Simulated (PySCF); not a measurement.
Numbering as in the mapped SMILES `[CH:1]#[C:2][C:3](=[CH2:4])[CH2:5][CH:6]=[CH2:7]`; H(Xn) means a hydrogen on atom n. Ha(C4) is cis to C2; Ha(C7) is cis to C5; Hb(C4) is trans to C2; Hb(C7) is trans to C5.

- KT2/pcSseg-2 with gauge-including orbitals
- geometry from PBE0-D3(BJ)/def2-SVP
- program: PySCF
- gas phase, one conformer, fast rotation and ring inversion assumed for equivalent nuclei, relativity neglected

Scale: 13C and 1H vs TMS (reference shieldings calculated alike).

| atoms | nucleus | count | δ (ppm) |
| --- | --- | --- | --- |
| C1 | 13C | 1 | 79.4 |
| H(C6) | 1H | 1 | 6.51 |
| Hb(C7) | 1H | 1 | 5.03 |
| C7 | 13C | 1 | 114.3 |
| C3 | 13C | 1 | ? |
| C4 | 13C | 1 | ? |
| C5 | 13C | 1 | ? |
| H(C5) | 1H | 2 | 3.07 |
| C6 | 13C | 1 | 140.2 |
| Ha(C4) | 1H | 1 | 5.51 |
| Hb(C4) | 1H | 1 | 5.44 |
| Ha(C7) | 1H | 1 | ? |
| H(C1) | 1H | 1 | 3.13 |
| C2 | 13C | 1 | 83.5 |

Problem. Complete the table.

Solution. 
- C3: 133.6 ppm, fully substituted alkene carbon; the olefinic region
- C4: 124.0 ppm, terminal =CH2 carbon; as expected for a trigonal carbon in a double bond
- C5: 51.3 ppm, allylic sp3 CH2; a saturated carbon with 2 carbon neighbours and no heteroatom attached
- Ha(C7): 5.11 ppm, hydrogen on a terminal =CH2 carbon; olefinic region

Shifts are as computed. Against solution values, carbons near 30 ppm lie about +3 ppm off and those near 130 ppm about -1 ppm. Of 1211 compounds with measured shifts, 218 miss one by over three times the rms of a fit or turn the order of signals round; such compounds aren't used in these exercises.
